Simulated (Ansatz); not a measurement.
Frontier orbitals of `CO[SiH2]S[SiH3]`.

Charge 0, multiplicity 1. The geometry is a stationary point of PBE0-D4/def2-TZVP. It is one conformer, not always the lowest. Basis def2-TZVPP, the Gaussian-basis code of Ansatz.

| functional | HOMO (eV) | LUMO (eV) | gap (eV) |
| --- | --- | --- | --- |
| PBE | -6.44 | -0.93 | 5.51 |
| BLYP | -6.26 | -0.77 | 5.49 |
| r2SCAN | -6.73 | -0.56 | 6.17 |
| PBE0 | -7.64 | -0.07 | 7.57 |
| r2SCAN0 | -7.83 | 0.15 | 7.98 |
| ωB97X-V | -9.97 | 1.98 | 11.95 |
| ωB97M-V | -9.81 | 1.67 | 11.48 |

Against PBE, PBE0 changes HOMO and LUMO by −1.20 and +0.86 eV, ωB97M-V by −3.37 and +2.60 eV. A gap of 5.51 eV thus becomes 11.48 eV for the same molecule, so an orbital gap means little without its functional. A positive LUMO is unbound and depends on the basis.
